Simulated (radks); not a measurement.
The numbers below are computed, except where a source is named.
Coherent X-ray form factor from a spherical all-electron density. Level of theory: non-relativistic Kohn-Sham, PBE, spin-polarised, spherical densities, point nucleus (a radial shooting solver on a logarithmic mesh with Libxc functionals).

sin(theta)/lambda (1/angstrom)  f0 (electrons)
0.05                                    27.642
0.1                                     26.644
0.15                                    25.186
0.2                                     23.465
0.25                                    21.643
0.3                                     19.828
0.4                                     16.475
0.5                                     13.678
0.6                                     11.488
0.8                                      8.647
1                                        7.138
1.25                                     6.061
1.5                                      5.248
2                                        3.788

The species is in the configuration that NIST lists as its ground one. Which atom or ion scatters so?

Answer. The copper ion Cu+, [Ar] 3d10. Extrapolating in s^2 from the first two rows gives f0(0) = 28.0, near the electron count 28; among species with that count, the fall with angle is slower the higher Z, and the table is that of Z = 29; from so few rows the species is fixed only to a neighbour or two.
